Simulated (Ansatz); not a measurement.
Breaking a bond: SMILES [SiH3]N([SiH3])[SiH3]. The N1–Si10 bond (N1 also carries Si, Si; Si10 carries H, H, H) is stretched with both fragments frozen at the PBE0/def2-SVP optimised geometry.

Levels: RKS-PBE = restricted PBE/def2-SVP run with Ansatz (an electronic-structure program); UKS-PBE = unrestricted PBE/def2-SVP in Ansatz; RKS-PBE0 = restricted PBE0/def2-SVP in Ansatz; UKS-PBE0 = unrestricted PBE0/def2-SVP run with Ansatz.

Energies relative to the lowest point of each curve near equilibrium, in kcal/mol; the last columns give the difference from UKS-PBE0:

```tsv
R / Å	RKS-PBE	UKS-PBE	RKS-PBE0	UKS-PBE0	RKS-PBE − UKS-PBE0	UKS-PBE − UKS-PBE0	RKS-PBE0 − UKS-PBE0
1.46	46.0	46.0	43.8	43.8	2.3	2.3	0.0
1.53	24.4	24.4	22.6	22.6	1.8	1.8	0.0
1.66	4.2	4.2	3.4	3.4	0.8	0.8	0.0
1.69	2.1	2.1	1.6	1.6	0.6	0.6	0.0
1.76	0.0	0.0	0.0	0.0	0.0	0.0	0.0
1.82	0.5	0.5	1.0	1.0	-0.5	-0.5	0.0
1.90	3.4	3.4	4.6	4.6	-1.2	-1.2	0.0
1.97	7.5	7.5	9.3	9.3	-1.8	-1.8	0.0
2.15	21.5	21.5	24.9	24.9	-3.4	-3.4	0.0
2.31	35.4	35.4	40.3	40.3	-4.9	-4.9	0.0
2.58	57.7	57.7	65.1	65.1	-7.4	-7.4	0.0
2.89	78.7	78.7	88.9	88.9	-10.2	-10.2	0.0
3.26	97.0	94.9	110.4	103.4	-6.4	-8.6	7.0
3.66	109.4	100.9	126.2	106.3	3.1	-5.4	19.9
4.31	117.9	103.5	138.8	107.0	10.9	-3.5	31.8
5.08	121.3	104.3	144.4	107.3	14.0	-3.0	37.2
```

RKS-PBE is furthest from UKS-PBE0 at 5.08 (14.0 kcal/mol, above); its mean absolute difference over the points is 4.3 kcal/mol.

UKS-PBE is furthest from UKS-PBE0 at 2.89 (-10.2 kcal/mol, below); its mean absolute difference over the points is 3.5 kcal/mol.

RKS-PBE0 is furthest from UKS-PBE0 at 5.08 (37.2 kcal/mol, above); its mean absolute difference over the points is 6.0 kcal/mol.

The restricted form behind RKS-PBE, RKS-PBE0 keeps the bonding electrons paired and can't separate into open-shell fragments. The unrestricted determinant behind UKS-PBE is spin-contaminated at 3.26 to 5.08 Å (<S²> up to 1.0, against 0.00 for a pure singlet). The unrestricted determinant behind UKS-PBE0 is spin-contaminated at 2.89 to 5.08 Å (<S²> up to 1.0, against 0.00 for a pure singlet).
